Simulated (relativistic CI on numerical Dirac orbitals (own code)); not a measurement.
## How well does a small relativistic CI reproduce Ce³⁺?

Calculated at this level of theory: Dirac-Coulomb-Breit CI, orbitals from a KLI potential per configuration, model QED (radiative potential, 1s self-energy scaled to tabulated hydrogen-like ionisation energies), valence Slater integrals scaled by 0.85, P86 correlation energy added to each configuration (own radial code, finite nucleus).

CI space (outside the closed core [Kr] 4d10 5s2): 4f.5p6, 5p6.5d, 5p6.6s, 4f.5p5.5d, 5p6.6p, 5p6.6d, 4f2.5p5, 5p6.7s, 5p6.7p, 5p6.5f, 4f.5p5.5f, 5p6.6f, 5p6.7d, 4f.5p5.5g, 5p6.8s, 4f.5p5.6s, 5p6.5g, 5p6.8p, 5p6.9s, 5p6.9p, 4f.5p5.6p, 4f.5p5.6d, 4f.5p5.7s, 4f.5p5.7p. Double excitations out of closed p, d and f shells are left out; levels of such configurations are missing from the list, as are those of other unlisted configurations, and high levels can miss mixing partners.

| Configuration | Term (tabulated) | J | Measured (cm⁻¹) | Computed | Error | Purity (%) |
| --- | --- | --- | --- | --- | --- | --- |
| 4f.5p6 | 2F° | 5/2 | 0.0 | 0 | 0 | 100 |
| 4f.5p6 | 2F° | 7/2 | 2253.0 | 2091 | -162 | 100 |
| 5p6.5d | 2D | 3/2 | 49737.0 | 45335 | -4402 | 99 |
| 5p6.5d | 2D | 5/2 | 52226.0 | 47572 | -4654 | 99 |
| 5p6.6s | 2S | 1/2 | 86602.0 | 86966 | 364 | 100 |
| 5p6.6p | 2P° | 1/2 | 122585.0 | 122122 | -463 | 100 |
| 5p6.6p | 2P° | 3/2 | 127292.0 | 126335 | -957 | 100 |
| 5p6.6d | 2D | 3/2 | 178913.0 | 174432 | -4481 | 62 |
| 5p6.7s | 2S | 1/2 | 183502.0 | 180975 | -2527 | 94 |
| 5p6.7d | 2D † | 3/2 | 221661.0 | 220756 | -905 | 81 |
| 5p6.7d | 2D † | 5/2 | 221838.0 | 221256 | -582 | 72 |
| 5p6.8s | 2S | 1/2 | 225128.0 | 223076 | -2052 | 98 |

Measured levels from Martin, Zalubas and Hagan, Atomic Energy Levels: The Rare-Earth Elements, NSRDS-NBS 60 (1978); pairs were made by configuration, J and term (by order where the table uses no LS term), so strongly mixed levels may be paired wrongly.

Mean error by configuration (cm⁻¹): 4f.5p6 -162; 5p6.5d -4528; 5p6.6s 364; 5p6.6p -710; 5p6.6d -4481; 5p6.7s -2527; 5p6.8s -2052. Over the excited levels the mean absolute error is 2229 cm⁻¹ (11 of the 12 excited levels that our extract of the source holds in range could be paired, and the others can miss by more), and the median relative error of those above 1,000 cm⁻¹ is 1.4 %. † marks terms whose computed intervals miss the measured ones by more than a factor of 2.5, or configurations far off the rest, from wrong mixing, a near crossing or a doubtful label or measurement; they are left out of the means.
